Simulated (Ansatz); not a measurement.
```yaml
crystal:
  periodic: [false, false, false]
  atoms:
    - {symbol: C, position_ang: [-0.816361, 0.556046, -0.533568]}
    - {symbol: C, position_ang: [-0.349833, -0.851929, -0.093806]}
    - {symbol: Si, position_ang: [1.099258, 0.112625, 0.597341]}
    - {symbol: O, position_ang: [0.255773, 1.398911, -0.046000]}
    - {symbol: H, position_ang: [-0.901363, 0.665270, -1.617775]}
    - {symbol: H, position_ang: [-1.759028, 0.862702, -0.072993]}
    - {symbol: H, position_ang: [-0.144689, -1.532032, -0.919143]}
    - {symbol: H, position_ang: [-1.011119, -1.339477, 0.620825]}
    - {symbol: H, position_ang: [1.267290, 0.173667, 2.074962]}
    - {symbol: H, position_ang: [2.443173, -0.096981, -0.006842]}
basis:
  gaussian: {orbitals: cc-pVTZ}
hamiltonian: {xc: {name: HF}}
correlation: {method: ccsd, diis_vectors: 2}
```

```sh
$ ansatz run in.yaml --threads 2 --pin off --events-out ev --progress --plain --max-ram 4352MiB
```

Output, abridged:

```
Functional definition: HF
1185 factors; integrals over basis functions are off by at most 1.2e-3 eV
mean field evaluation 1: about -12053.8663 eV, gradient 3.7e1 eV
mean field evaluation 2: about -12054.1420 eV, gradient 3.8e1 eV
mean field evaluation 4: about -12057.3608 eV, gradient 4.2e0 eV
mean field evaluation 8: about -12057.4144 eV, gradient 2.0e-1 eV
mean field -12057.41463194 eV, -443.1018149146 hartree, gradient 2.0e-6 eV, S^2 0.000000; 0 other end points of the search recorded, 0 dependent functions left out
8 core orbitals not correlated: weight in the atoms' cores, before any rotation towards them, 1.000 or more for the frozen orbitals, at most 0.000 for the correlated occupied ones
reference -12057.41463194 eV, -443.1018149146 hartree; 12, 12 occupied and 188, 188 virtual orbitals, 1185 factors
second order -18.97437222 eV of doubles, -0.00000000 eV of singles
cycle   1  -19.35578143 eV  change   -3.8e-1 eV  update   9.3e-2
cycle   2  -19.84603284 eV  change   -4.9e-1 eV  update   2.7e-2
cycle   3  -19.94736391 eV  change   -1.0e-1 eV  update   1.3e-2
cycle   4  -19.93858944 eV  change    8.8e-3 eV  update   2.8e-3
cycle   5  -19.94234576 eV  change   -3.8e-3 eV  update   1.3e-3
cycle   6  -19.93988653 eV  change    2.5e-3 eV  update   5.2e-4
cycle   7  -19.93947839 eV  change    4.1e-4 eV  update   2.1e-4
cycle   8  -19.93909621 eV  change    3.8e-4 eV  update   9.2e-5
cycle   9  -19.93899666 eV  change    1.0e-4 eV  update   4.0e-5
cycle  10  -19.93896542 eV  change    3.1e-5 eV  update   1.7e-5
cycle  11  -19.93895589 eV  change    9.5e-6 eV  update   8.3e-6
Total energy: -12077.35358783 eV, -443.8345580285 hartree
```

It took 30 s on 2 threads of an Arm Neoverse V2 on a shared host, with 2.7 GiB of host memory at the peak.
